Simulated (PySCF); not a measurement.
# Löwdin shares of the frontier orbitals

Compound: C5H9NOSi.
Structure used (GFN2-xTB), in Å, numbered top down from 1:
```xyz
17
C5H9NOSi angstrom
C     -2.0733   -0.0064    0.4609
C     -0.6170   -0.3568    0.1521
C     -0.3477   -1.7089    0.6203
N     -0.1228   -2.7675    0.9877
C      0.3828    0.6071    0.8264
C      1.6923    0.5307    0.0443
Si     1.0690    0.1913   -1.7274
O     -0.4143   -0.3099   -1.2481
H     -2.2479   -0.0290    1.5342
H     -2.2897    0.9877    0.0769
H     -2.7352   -0.7198   -0.0246
H      0.5043    0.3555    1.8815
H     -0.0317    1.6149    0.7543
H      2.2960   -0.3022    0.4064
H      2.2786    1.4361    0.1776
H      1.7707   -0.8976   -2.3921
H      0.8789    1.3871   -2.5402
```

Computed with TDDFT PBE0/def2-SVPD, vertical, gas phase, core orbitals frozen in the response in PySCF.

Kohn–Sham orbitals with the atoms that hold most of them (Löwdin shares over 4%, at most four atoms; ? is withheld):

```csv
orbital,ε (eV),atoms
LUMO+2,0.64,"N4 27%, C3 21%, C1 9%, C2 7%"
LUMO+1,0.30,"Si7 21%, C5 10%, C6 9%, H13 7%"
LUMO,?,"Si7 32%, O8 11%, H16 10%, H17 10%"
HOMO,-8.64,?
HOMO-1,-8.96,?
HOMO-2,-9.24,"N4 26%, C3 16%, O8 14%, C2 13%"
HOMO-3,-9.74,"N4 39%, C3 29%, C2 6%, C5 5%"
```

**Question.** Give the leading atoms of the HOMO-1.

**Answer.** C6 (bonded to C, Si and 2 H) 33%; Si7 (bonded to C, O and 2 H) 22%; O8 (bonded to C and Si) 15%; H16 (bonded to Si) 9%.

**Question.** Which atoms hold the HOMO, and with what shares?

**Answer.** O8 (bonded to C and Si) 43%; Si7 (bonded to C, O and 2 H) 15%; H17 (bonded to Si) 12%; H16 (bonded to Si) 5%. By element: oxygen 43%, hydrogen 17% or more, silicon 15%.

**Question.** What is the LUMO energy, and the HOMO–LUMO gap?

**Answer.** ε(LUMO) = -0.05 eV; the gap is 8.59 eV (0.3156 hartree).

**Question.** How does S1 compare with the orbital gap of 8.59 eV?

**Answer.** S1 is at 7.16 eV (f = 0.0032), 1.43 eV below the gap, made of HOMO→LUMO (96%). 

**Question.** Give energy, strength and leading configuration of S1, S2, S4 and S6, and follow the Löwdin shares of the leading atoms from the occupied to the empty orbital.

**Answer.** 
- S1 (7.16 eV, f 0.0032), HOMO→LUMO (96%): O8 43% → 11%, Si7 15% → 32%
- S2 (7.56 eV, f 0.029), HOMO-1→LUMO (93%): C6 33% → at most 10%, Si7 22% → 32%, O8 15% → 11%
- S4 (7.76 eV, f 0.018), HOMO→LUMO+1 (90%): O8 43% → at most 8%, Si7 15% → 21%, C5 at most 6% → 10%
- S6 (8.06 eV, f 0.014), HOMO-1→LUMO+1 (86%): C6 33% → 9%, Si7 22% → 21%, C5 at most 9% → 10%

Cost: about 2 min of CPU time on one thread; the machine was shared, so the figure is rough.

One conformer stands for the species.
